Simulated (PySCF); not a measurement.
Homolysis of single bonds, series B CH3-OH. All species are isolated molecules in the gas phase. One relaxed conformer stands for each flexible species; it need not be the lowest. Strings in code marks are SMILES.

The four lowest singlet excitations (Tamm–Dancoff). All values below come from PBE-D3(BJ)/def2-TZVP // PBE0-D4/def2-TZVP (PySCF). Excitations are Tamm–Dancoff values on a coarser integration grid. The basis has no diffuse functions, so Rydberg states are missing or too high.

| state | energy (eV) | wavelength (nm) | oscillator strength |
|---|---|---|---|
| S1 | 6.82 | 182 | 0.000 |
| S2 | 6.98 | 178 | 0.053 |
| S3 | 8.02 | 155 | 0.014 |
| S4 | 8.20 | 151 | 0.001 |

**Question.** Which member gives these states?
(A) `CB(C)O` (C–B–O–H torsion 179°)
(B) `CB(O)O` (O–B–O–H torsion 180°, O–B–O–H torsion 0°)
(C) `CB(C)C`

**Answer.** A, `CB(C)O` (C–B–O–H torsion 179°)
